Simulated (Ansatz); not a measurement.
Program: Ansatz. Geometries: PBE0-D4/def2-TZVP. ΔE: electronic, gas phase. CBS: MP2 limit from def2 TZ/QZ plus the TZ coupled-cluster correction, frozen cores. DFT in def2-TZVPP. B3LYP here is the variant with VWN-RPA as its local correlation; programs differ in this. For Zn outer-core shells are correlated without core-valence functions, which leaves a few kJ/mol of doubt a bond. Scalar relativity is left out up to krypton. One conformer a species, not always the lowest.

`CC[CH2][ZnH]` + `C[SiH2]N` → `C[SiH2][NH][ZnH]` + propane  (ligand exchange at a Zn–C bond)

| level | ΔE (kJ/mol) | difference from CCSD(T)/CBS |
| --- | --- | --- |
| r2SCAN-D4 | -72.4 | 0.6 |
| ωB97X-V | -71.8 | 1.2 |
| B2PLYP | -72.9 | 0.1 |
| PBE | -63.7 | 9.3 |
| B3LYP | -69.2 | 3.8 |
| HF/def2-TZVPP | -80.8 | -7.8 |
| CCSD/def2-TZVPP | -74.5 | -1.5 |
| CCSD(T)/def2-TZVPP | -73.7 | -0.7 |
| HF/def2-QZVPP | -82.4 | -9.4 |
| MP2/CBS(def2) | -73.6 | -0.6 |
| CCSD(T)/CBS | -73.0 | 0 |

Largest T1 diagnostic among the species: 0.014.

In def2-TZVPP, CCSD(T) changes the Hartree–Fock value by +7.1 kJ/mol (the triples alone add +0.8 kJ/mol) and MP2 by +6.5 kJ/mol.
